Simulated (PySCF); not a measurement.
InBr₂, SMILES [In+]([Br])[Br], charge +1.

Geometry optimised at B3LYP-D3(BJ)/def2-SVP. The spin state was assumed, not searched. The isomer is the one that the SMILES or the coordinates give; other isomers of the formula were not compared. The def2 effective core potentials stand for the cores of In; spin–orbit coupling is left out.

All values below come from C-PCM-M06-2X/def2-SVP in PySCF.

The values are the electrostatic part of the solvation free energy, E(continuum) − E(gas) at the gas-phase geometry, in a cavity of scaled van der Waals radii (PySCF's table); cavitation and dispersion terms are not included. A continuum can't describe solvent molecules that bind to the metal. In vacuum the orbital gap is 6.92 eV.

| solvent | ε | ΔG(elec) (kcal/mol) | gap (eV) |
|---|---|---|---|
| water | 78.36 | -69.1 | 7.23 |
| chloroform | 4.71 | -54.5 | 7.15 |
| N,N-dimethylformamide | 37.22 | -68.1 | 7.22 |
